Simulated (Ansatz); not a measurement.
Relaxation of AlFH3NTe (7 atoms, charge 0, multiplicity 1), to a largest force component of 0.015 eV/Å in at most 40 steps.

These are results of Ansatz 0.2.0, RKS LDA/def2-SVP, not measurements.

```xyz
7
Properties=species:S:1:pos:R:3
N -0.565 1.191 0.798
Al 0.572 -0.164 0.250
F 2.235 -0.187 0.851
Te -0.182 -2.018 -1.373
H -0.730 1.144 1.803
H -1.540 1.040 0.353
H 0.271 -1.074 -2.727
```

Where does it end, and by what steps?

It converged. After 17 steps the energy has fallen by 0.659 eV; H7 moved furthest, 1.26 Å.

```
step  energy less start (eV)  largest force component (eV/Å)  accepted
   0                  0.0000                           2.415       yes
   1                 -0.2631                           1.403       yes
   2                 -0.3873                           1.936       yes
   3                 -0.4313                           0.562       yes
   4                 -0.5342                           0.480       yes
   5                 -0.5702                           0.185       yes
   6                 -0.5814                           0.164       yes
   7                 -0.6018                           0.272       yes
   8                 -0.6102                           0.563       yes
   9                 -0.6478                           0.050       yes
  10                 -0.6557                           0.033       yes
  11                 -0.5976                           1.057        no
  12                 -0.6579                           0.034       yes
  13                 -0.6579                           0.114        no
  14                 -0.6584                           0.023       yes
  15                 -0.6586                           0.051       yes
  16                 -0.6563                           0.162        no
  17                 -0.6588                           0.002       yes
```

```xyz
7
Properties=species:S:1:pos:R:3
N -0.742 0.869 1.033
Al 0.340 -0.043 -0.006
F 1.974 0.037 0.293
Te -0.469 -1.455 -1.912
H -0.420 1.446 1.816
H -1.761 0.905 0.950
H 1.138 -1.827 -2.219
```

Whether the end is a true minimum wasn't checked by a vibrational analysis.

The run took 41 s on 1 thread of Arm Neoverse V2, with other jobs on the host, peak memory 0.14 GiB.
